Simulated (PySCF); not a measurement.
C₅H₁₁NOSi₂.
Geometry (PBE0-D3(BJ)/def2-SVP, Å), atoms numbered from 1 in this order:
```xyz
20
C5H11NOSi2 angstrom
C     -2.278    1.313   -0.472
C     -1.603    0.046   -0.065
C     -2.045   -1.281   -0.373
C     -1.132   -2.125    0.185
O     -0.170   -1.433    0.810
C     -0.444   -0.098    0.666
Si     0.801    1.085    1.383
N      2.372    0.595    0.823
Si     2.766   -0.443   -0.521
H     -3.268    1.404    0.001
H     -2.435    1.342   -1.562
H     -1.688    2.195   -0.190
H     -2.930   -1.564   -0.940
H     -1.043   -3.209    0.213
H      0.806    1.075    2.879
H      0.394    2.459    0.950
H      3.157    0.879    1.403
H      3.005   -1.869   -0.130
H      4.022    0.051   -1.169
H      1.648   -0.399   -1.506
```

All values: PBE0/pcSseg-1 (PySCF, non-relativistic), on one gas-phase PBE0-D3(BJ)/def2-SVP geometry that isn't relaxed in the solvent. The solvent is an IEF-PCM continuum (van der Waals radii × 1.2). The model holds no explicit solvent molecules, cavitation or dispersion.

```tsv
run	E − E(gas) (kcal/mol)	HOMO (eV)	HOMO–LUMO gap (eV)	dipole (D)
gas	0.00	-6.65	6.32	0.80
P	-3.27	-6.66	6.34	0.96
Q	-4.06	-6.68	6.34	0.99
```

Task: The runs were made in dimethylsulfoxide and tetrahydrofuran. Which run belongs to which solvent?

Result: P = tetrahydrofuran, Q = dimethylsulfoxide. The dielectric constants are 7.426 (tetrahydrofuran), 46.83 (dimethylsulfoxide), and the energy falls further as ε rises. In this model the ground state sees the solvent through ε alone.

Task: How constant is the ratio of the lowering to (ε − 1)/(2ε + 1)?

Result: 
```tsv
solvent	(ε − 1)/(2ε + 1)	E − E(gas) (kcal/mol)	ratio (kcal/mol)	polarisation term (kcal/mol)
tetrahydrofuran	0.405	-3.27	-8.1	-3.59
dimethylsulfoxide	0.484	-4.06	-8.4	-4.55
```

The ratio changes by +3.7 % in size from tetrahydrofuran to dimethylsulfoxide. The polarisation term is half the interaction of the solute with the induced surface charges.
